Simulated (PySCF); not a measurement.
**Electron correlation in Be(2+) (beryllium, charge +2)**

1s2, closed-shell 1S. All numbers are calculated (PySCF 2.14, the non-relativistic Hamiltonian (point nucleus), in aug-cc-pCVDZ (5s4p2d, 27 functions)). Frozen: nothing; 2 electrons correlated.

With two correlated electrons CCSD is exact within the correlated space (frozen core and kept virtual orbitals).

```tsv
level	correlation energy (mhartree)
CCSD	-33.43
```

Diagnostics: T1 = 0.00019, D1 = 0.0003, largest double amplitude 0.021.

Cost of the coupled-cluster step: of the order of 0.04 core-seconds, for 2 correlated electrons.

Iterations:

```
CC2 = 0
CCSD nocc = 1, nmo = 27
frozen orbitals []
max_cycle = 100
direct = 0
conv_tol = 1e-08
conv_tol_normt = 1e-06
diis_space = 8
diis_start_cycle = 0
Init t2, MP2 energy = -13.6407834231832  E_corr(MP2) -0.0299674351816173
Init E_corr(CCSD) = -0.0299674351816197
cycle = 1  E_corr(CCSD) = -0.0330654495386574  dE = -0.00309801436  norm(t1,t2) = 0.00334787
cycle = 2  E_corr(CCSD) = -0.0333897752954533  dE = -0.000324325757  norm(t1,t2) = 0.000366666
cycle = 3  E_corr(CCSD) = -0.0334286842981333  dE = -3.89090027e-05  norm(t1,t2) = 4.40842e-05
cycle = 4  E_corr(CCSD) = -0.0334285134661174  dE = 1.70832016e-07  norm(t1,t2) = 2.36502e-06
cycle = 5  E_corr(CCSD) = -0.0334284992906149  dE = 1.41755025e-08  norm(t1,t2) = 1.05991e-07
cycle = 6  E_corr(CCSD) = -0.0334284994801699  dE = -1.89554976e-10  norm(t1,t2) = 7.4019e-09
CCSD converged
E(CCSD) = -13.64424448748176  E_corr = -0.0334284994801699
```
